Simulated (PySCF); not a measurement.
Harmonic spectrum computed at PBE0 in the def2-TZVP basis family (core potentials from Rb on, PySCF, no spin–orbit coupling):

```csv
symmetry,ω (cm⁻¹),IR (km/mol)
a1,521,23.0
a1,1170,105
b2,1438,361
```

Question: Which molecule gave it? In each, all ligands are bound to the one heavy central atom.
A. OF₂ (singlet)
B. BF₂ (doublet)
C. CF₂ (singlet)
D. BeF₂ (singlet)

Answer: B. It has C2v symmetry with B–F 1.306 Å (×2).
